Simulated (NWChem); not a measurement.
# Atomisation of CH6Ge

```
Ge
H 1 1.5446
H 1 1.5446 2 108.58
H 1 1.5446 2 108.58 3 117.87
C 1 1.9675 2 110.35 3 -121.07
H 5 1.1003 1 110.39 2 60.00
H 5 1.1003 6 108.54 1 121.11
H 5 1.1003 6 108.53 7 117.78
```
Charge 0, spin multiplicity 1.

All runs are NWChem calculations. All single points use one geometry, from B3LYP/def2-SVP, a minimum by its harmonic frequencies.

Basis set: def2-TZVP. The atomisation energy is electronic alone: no zero-point, thermal, spin-orbit or counterpoise terms. No value is extrapolated to the basis-set limit. Free atoms are single determinants with multiplicities Ge 3, C 3, H 2. Correlated methods freeze the same cores in atoms and molecule, 10 orbitals in all.

```csv
method,atomisation energy (kcal/mol),relative cost
HF,453.9,1
PBE0,590.1,under 3
B3LYP,591.9,under 3
PBE,591.8,under 3
BP86,606.1,under 3
r2SCAN,596.1,under 3
MP2,572.0,under 3
CAM-B3LYP,596.6,8
```

The values span 152.2 kcal/mol, from HF (lowest) to BP86 (highest). Costs are rough ratios of processor time within this set of runs, SCF included, with HF as 1. Costs are the molecule's.

The Hamiltonian is non-relativistic. B3LYP has NWChem's definition, with VWN1-RPA local correlation. GW and range-separated runs recompute their integrals, the others keep them in memory, which bears on the times. The structure started from a generated list of species. No SCF solution was tested for a lower state. Open-shell Hartree-Fock references start from PBE0 orbitals; any time given for them includes that run.
